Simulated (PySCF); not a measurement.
```xyz
4
charge 0 multiplicity 4, angstrom
Re    0.0000    0.0000   -0.0153
S     0.0000    0.0000    2.0920
Cl    2.0681    0.0000   -0.9140
Cl   -2.0681    0.0000   -0.9140
```

These are results of PySCF, UPBE0, basis Re def2-SVP with ECP60, S def2-SVP, Cl def2-SVP (scalar-relativistic core potentials, no spin–orbit coupling, density fitting), not measurements.

This geometry of ReSCl₂ is a stationary point at this level.

Question: What is the point group?

Answer: C2v.

Question: Is it a minimum?

Answer: Yes: all harmonic wavenumbers are real.

Question: List the harmonic modes with their infrared intensities.

Answer: 
| symmetry | ω (cm⁻¹) | IR (km/mol) | type |
| --- | --- | --- | --- |
| b1 | 78 | 3.4 | bend |
| a1 | 108 | 0.0 | bend |
| b2 | 140 | 0.3 | bend |
| a1 | 396 | 17.8 | stretch |
| b2 | 420 | 73.1 | stretch |
| a1 | 556 | 28.7 | stretch |

Question: What is the atomisation energy, with and without zero-point energy?

Answer: 1135 kJ/mol without, 1125 kJ/mol with.

In C2v the vibrations span b1 + 3a1 + 2b2. Here b1 is antisymmetric to the molecular plane and b2 lies in it.

Other isomers or separated fragments may lie lower. With open d or f shells other occupations or spin states may lie lower. Spin–orbit coupling, left out here, can matter for elements this heavy.
